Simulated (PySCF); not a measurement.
# Reading the logs of faulty runs: GeH8OSi2

Calculated results; nothing here was measured. The program is PySCF 2.14.0, an open-source quantum chemistry code, run on an isolated molecule that a program drew, which may never have been made. The molecule is GeH8OSi2 (charge 0, singlet), drawn as the SMILES string `[OH][GeH2][SiH2][SiH3]`.

Each row is a Hartree-Fock (HF) and frozen-core CCSD(T) single point in the cc-pV(D+d)Z basis, meant for a local HF minimum. Run 1 is clean. Each other run has one planted mistake out of seven kinds, and not every kind appears here: one electron removed, one electron added, multiplicity raised by two, geometry at a saddle point, minimal basis STO-3G, one bond length entered in bohr, all coordinates scaled. The reference is restricted for singlets and unrestricted otherwise, and also for a bond in bohr. Adding or removing an electron swaps singlet and doublet. Electrons count all cores. HOMO and LUMO are orbital energies over both spins, the gradient is its largest component, and the lowest frequency (negative if imaginary) is given only where the gradient is small. Bond lengths are over the 11 bonds as drawn. T1 is the CCSD diagnostic: over 0.02 (restricted) or 0.045 (unrestricted) a single reference is doubtful. Germanium has the cc-pVDZ-PP basis, with a core potential (ECP10MDF) in place of its 10 inner electrons, and its 3s, 3p and 3d shells are frozen in CCSD(T).

Geometry of the clean run:
```xyz
12
GeH8OSi2, angstrom
O     1.8259    2.7099    0.1259
Ge    1.3397    1.0076    0.3885
Si   -1.0146    0.7253   -0.0519
Si   -1.7364   -1.4985    0.3264
H     1.3857    3.3413    0.6760
H     1.6827    0.6043    1.8313
H     2.2137    0.2217   -0.5870
H    -1.7700    1.6433    0.8401
H    -1.2923    1.1101   -1.4577
H    -1.4902   -1.8757    1.7391
H    -3.1849   -1.6269    0.0399
H    -0.9875   -2.4300   -0.5510
```

```
run  electrons  basis functions  <S^2>  HOMO (eV)  LUMO (eV)  gradient (hartree/bohr)  lowest frequency (cm^-1)  mean bond (Å)  longest bond (Å)      T1  HF (hartree)  CCSD(T) (hartree)             mistake
  1         76              123  0.000     -10.23       2.72                  2.6e-05                        38         1.6362             2.412  0.0136    -950.78356         -951.35747            no fault
  2         77              123  0.764       1.62       7.92                  4.3e-02                         -         1.6362             2.412  0.0176    -950.70286         -951.29906  one electron added
  3         75              123  0.792     -16.21      -8.07                  7.8e-02                         -         1.6362             2.412  0.0270    -950.44685         -951.01233                   ?
  4         76              123  2.026      -4.13      -2.32                  3.5e-02                         -         1.6362             2.412  0.0340    -950.57109         -951.15405                   ?
```

**Which mistake was planted in run 3, and what did it cost?**

It counts 75 electrons, one fewer than the clean run, at the same geometry and basis. So the mistake is: one electron removed. Subtracting run 1 and multiplying by 627.51 kcal/mol a hartree, the energy moved by 211.3 kcal/mol in HF and 216.6 kcal/mol in CCSD(T).

**Which mistake was planted in run 4, and what did it cost?**

Electrons, basis and geometry are unchanged, and <S^2> is 2.026, beside S(S+1) = 2.00 for a multiplicity of 3. So the mistake is: multiplicity raised by two. Subtracting run 1 and multiplying by 627.51 kcal/mol a hartree, the energy moved by 133.3 kcal/mol in HF and 127.6 kcal/mol in CCSD(T).

Cautions from the logs. Run 2: the HOMO is above zero, so the electron isn't bound and the energy depends on the basis.
